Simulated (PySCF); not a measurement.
Isomers of FH6NSi2. Computed with PBE0-D3(BJ)/def2-SVP geometry optimisation, gas phase (PySCF 2.14.0). One conformer each; no zero-point energy, no entropy. No frequencies were run at this level. Point groups hold within 0.08 Å.

Question: Rank from lowest to highest electronic energy at this level (kJ/mol).
A. `[NH2:1][SiH2:2][SiH2:3][F:4]` with H–N1–Si2–Si3 158° and -63°, N1–Si2–Si3–F4 173°
B. `[NH2:1][Si@H:2]([F:3])[SiH3:4]` with H–N1–Si2–F3 -77° and 75°

Answer: B (0.0), A (38.5).

```json
{"SMILES": "N[Si@H](F)[SiH3]", "E (Eh)": "-736.56148", "E rel (kJ/mol)": "0.0", "dipole (D)": "2.05", "point group": "C1", "A, B, C (MHz)": "5726, 2869, 2144"}
{"SMILES": "N[SiH2][SiH2]F", "E (Eh)": "-736.54681", "E rel (kJ/mol)": "38.5", "dipole (D)": "2.87", "point group": "–", "A, B, C (MHz)": "11053, 1985, 1763"}
```

Question: As an exercise, what shares would exp(−E/RT) give at 1000 K from these electronic energies alone (no entropy, no degeneracies)?

Answer: RT = 8.314 kJ/mol: N[Si@H](F)[SiH3] 99.0 %, N[SiH2][SiH2]F 1.0 %.
